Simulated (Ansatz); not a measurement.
Pulling on the Pb1–F2 bond in F2Pb (SMILES [F][Pb][F]) (multiplicity 1 held, fragments rigid). Energies count from the point at 2.056 Å.
Geometry at that point (charge 0, multiplicity 1):
```xyz
3

Pb     0.030    -0.019     0.243
F      0.645     1.410    -1.100
F     -0.915    -1.238    -1.116
```

R- and RO- levels are restricted; in cc, def2 and unpolarised 6-31G sets they are followed outwards from rest. U- levels take the lowest unrestricted solution at each point, which mixes spins at long bonds. Curves can end on different states.

Frozen-core correlation. Filled d and f shells under p-block atoms count as core.

The values were computed with Ansatz (an electronic-structure program) with Gaussian orbitals. Values without a source in brackets are computed. In def2 rows elements past Kr take small-core potentials, without spin–orbit coupling.

Energies in kcal/mol.

```
R (Å)  R-HF/def2-TZVPP  U-HF/def2-TZVPP  U-r2SCAN/def2-TZVPP  U-wB97X-V/def2-TZVPP  U-CCSD(T)/def2-TZVPP
-----  ---------------  ---------------  -------------------  --------------------  --------------------
1.644             63.6             63.6                 69.0                  67.8                  70.6
1.850              8.1              8.1                 10.8                  10.2                  11.2
2.056              0.0              0.0                  0.0                   0.0                   0.0
2.261              9.2              9.2                  7.2                   7.8                   7.3
2.467             23.8             23.8                 20.3                  21.6                  20.9
2.775             46.5             46.5                 41.3                  43.8                  42.8
3.083             66.4             65.0                 59.5                  63.7                  65.9
3.597             92.2             69.2                 80.0                  88.9                  92.5
4.111            110.7             70.2                 89.9                 102.8                 107.6
4.728            126.4             70.4                 96.0                 111.3                 112.4
5.550            140.3             70.5                 99.4                 115.8                 112.6
6.578            151.6             70.6                101.3                 117.0                 112.6
```

Doubts at one or more of the structures used: a restricted determinant that unrestricted orbitals would lower (R-HF/def2-TZVPP); a spin-contaminated determinant (U-HF/def2-TZVPP, U-r2SCAN/def2-TZVPP, U-wB97X-V/def2-TZVPP, U-CCSD(T)/def2-TZVPP); T1 above 0.05 (U-CCSD(T)/def2-TZVPP).
